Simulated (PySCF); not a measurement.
Species: C4H12OSi2.
Structure used (GFN2-xTB), in Å, numbered top down from 1:
```
atom  x, y, z in Å
C1    -1.7776   -1.7706    0.1777
C2    -2.1974   -0.5238    0.3229
Si3   -1.3384    0.7779    1.3853
Si4    0.0449    2.0910    0.0690
C5     1.0982    0.8583   -0.9404
O6     1.3744   -0.1785   -0.0167
C7     2.1275   -1.2296   -0.5552
H8    -0.9091   -2.1357    0.7017
H9    -2.2723   -2.4852   -0.4649
H10   -3.0742   -0.2102   -0.2339
H11   -0.6406    0.0992    2.4833
H12   -2.4088    1.5839    2.0018
H13   -0.5867    2.9923   -0.9097
H14    0.9800    2.9374    0.8230
H15    0.5568    0.4540   -1.8072
H16    2.0344    1.2872   -1.3208
H17    1.6107   -1.6901   -1.4077
H18    3.1126   -0.8803   -0.8913
H19    2.2558   -1.9680    0.2348
```

The calculation used TDDFT CAM-B3LYP/def2-SVPD, vertical, gas phase, core orbitals frozen in the response (PySCF 2.14.0, density-fitted response routines).

Excitation energies and transition dipoles (atomic units, axes of the coordinates) of those of the lowest 8 singlets that add 0.02 au or more to the mean polarisability:

```json
{"state": "S1", "ΔE (hartree)": "0.2376", "μx": "0.370", "μy": "0.990", "μz": "0.144"}
{"state": "S2", "ΔE (hartree)": "0.2484", "μx": "-0.031", "μy": "-0.641", "μz": "-0.175"}
{"state": "S3", "ΔE (hartree)": "0.2566", "μx": "0.281", "μy": "0.301", "μz": "-0.053"}
{"state": "S4", "ΔE (hartree)": "0.2607", "μx": "0.050", "μy": "-0.108", "μz": "0.126"}
{"state": "S6", "ΔE (hartree)": "0.2647", "μx": "-0.155", "μy": "-0.814", "μz": "0.163"}
{"state": "S7", "ΔE (hartree)": "0.2793", "μx": "0.184", "μy": "0.459", "μz": "-0.169"}
{"state": "S8", "ΔE (hartree)": "0.2824", "μx": "-0.023", "μy": "-0.016", "μz": "0.118"}
```

Q: What does each state add to αxx, αyy and αzz, and how do the sums compare with the full static tensor?

A: Each state adds 2 μα² / ΔE.

```
        state  αxx (au)  αyy (au)  αzz (au)
           S1      1.15      8.25      0.17
           S2      0.01      3.30      0.25
           S3      0.61      0.71      0.02
           S4      0.02      0.09      0.12
           S6      0.18      5.01      0.20
           S7      0.24      1.51      0.20
           S8      0.00      0.00      0.10
 all 8 states       2.2      18.9       1.1
full response     107.2     124.7      97.7
    share (%)         2        15         1
```

The rest comes from the higher roots of the same response equations.

Q: Give the full tensor and its principal values.

A: In au, rows and columns x, y, z:
```
x   107.2   0.7  -7.2
y     0.7 124.7   3.4
z    -7.2   3.4  97.7
```
Principal values 93.4, 111.1 and 125.1 au; mean 109.9 au (16.28 Å³).

Q: By how much does the contribution of these states grow at 1064 nm?

A: With ω = 0.0428 hartree each state's term in the mean polarisability goes from f / ΔE² to f / (ΔE² − ω²), f = (2/3) ΔE |μ|²; the sum over all 8 states goes from 7.39 to 7.62 au, a rise of 0.22 au.

One conformer stands for the species.
